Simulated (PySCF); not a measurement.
SMILES F[CH]C(F)(F)F (C2HF4), doublet at its B3LYP/def2-SVP optimised geometry (Å):

```
7

F      1.6503    -0.6186     0.0000
C      0.3267    -0.6186     0.0000
C     -0.3290     0.7210     0.0000
F     -0.1351     1.3911    -1.1551
F      0.1367     1.4989     0.9858
F     -1.6503     0.5611     0.1600
H     -0.1656    -1.4989    -0.4217
```

Calculation: unrestricted B3LYP/def2-TZVP in PySCF. Cells within 0.4 Å of a nucleus heavier than hydrogen are left out (blank, or x).

Map of the Laplacian of the electron density (e/bohr⁵) on the plane z = 1.0 Å:

```
|4444444444444444444444444444444|
|4444444444444444444444444444444|
|4444444444444444444444444444444|
|4444444444444444444444444444444|
|4444444444444444444444444444444|
|4444444444444445544444444444444|
|4444444444444555555444444444444|
|4444444444445579975544444444444|
|444444444444579xx97544444444444|
|444444444445591xx09554444444444|
|444444445555595xx28554444444444|
|4444444555555796697544444444444|
|4444445566555678875544444444444|
|4444445566655556555444444444444|
|4444445556555555554444444444444|
|4444444555555555555555544444444|
|4444444455544455555555554444444|
|4444444444444445555555554444444|
|4444444444444445555555554444444|
|4444444444444444455555554444444|
|4444444444444444444444444444444|
|4444444444444444444444444444444|
|4444444444444444444444444444444|
|4444444444444444444444444444444|
|4444444444444444444444444444444|
|4444444444444444444444444444444|
|4444444444444444444444444444444|
|4444444444444444444444444444444|
|4444444444444444444444444444444|
|4444444444444444444444444444444|
|4444444444444444444444444444444|
```
Scale: ten equal steps from -1.06 (start of '0') to 1.17 (end of '9'), in the order '0123456789'; x runs from -4.00 to 4.00, y from -4.00 (bottom) to 4.00 (top).
